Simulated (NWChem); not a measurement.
# diboron tetrachloride (B$_{2}$Cl$_{4}$); SMILES ClB(Cl)B(Cl)Cl

```xyz
6

Cl    -1.0992     1.7323     1.0476
B      0.0000     0.8464     0.0000
Cl     1.0992     1.7323    -1.0476
B      0.0000    -0.8464     0.0000
Cl    -1.0992    -1.7323    -1.0476
Cl     1.0992    -1.7323     1.0476
```
Atoms are numbered in this order, from 1.

All runs: NWChem. Geometry: optimised at B3LYP/6-31G* (spherical d).

For level CAM-B3LYP/def2-SVP:

| Quantity | Result |
|---|---|
| highest occupied level (eV) | -9.66 |
| orbital gap (eV) | 9.05 |

Problem. What are these values for level B3LYP/def2-SVP?

Solution. highest occupied level (eV): -8.05
orbital gap (eV): 6.12
